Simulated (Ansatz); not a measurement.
`C=NCS[SiH3]` and `[SiH3]SCS` differ in one atom or group.

Ansatz, PBE0-D4/def2-TZVP geometries, multiplicity 1. Each molecule was computed in one conformer, which needn't be the lowest.

| property | `C=NCS[SiH3]` |
| --- | --- |
| ideal-gas entropy at 298 K and 1 bar (rigid rotor, harmonic PBE0-D4/def2-TZVP) / J/(mol·K) | 354 |
| HOMO energy (B3LYP/def2-TZVPP) / eV | -6.72 |
| HOMO energy (PBE/def2-TZVPP) / eV | -5.77 |
| HOMO energy (ωB97M-V/def2-TZVPP) / eV | -9.15 |
| HOMO–LUMO gap (PBE0/def2-TZVPP) / eV | 6.04 |
| LUMO energy (PBE/def2-TZVPP) / eV | -2.04 |

Problem. What does the change do to each property? (An estimate is asked.)

Solution. Computed: 
```csv
property,`[SiH3]SCS`,shift
"ideal-gas entropy at 298 K and 1 bar (rigid rotor, harmonic PBE0-D4/def2-TZVP) / J/(mol·K)",345,-9
HOMO energy (B3LYP/def2-TZVPP) / eV,-6.72,0.00
HOMO energy (PBE/def2-TZVPP) / eV,-5.77,0.00
HOMO energy (ωB97M-V/def2-TZVPP) / eV,-9.13,0.02
HOMO–LUMO gap (PBE0/def2-TZVPP) / eV,6.60,0.56
LUMO energy (PBE/def2-TZVPP) / eV,-1.30,0.74
```

The zero-point energy changes by -58.0 kJ/mol with -6 modes. Modes under 60 cm⁻¹, often nearly free rotors, make the harmonic entropy too high.

B3LYP here is the variant with VWN-RPA as its local correlation; programs differ in this.
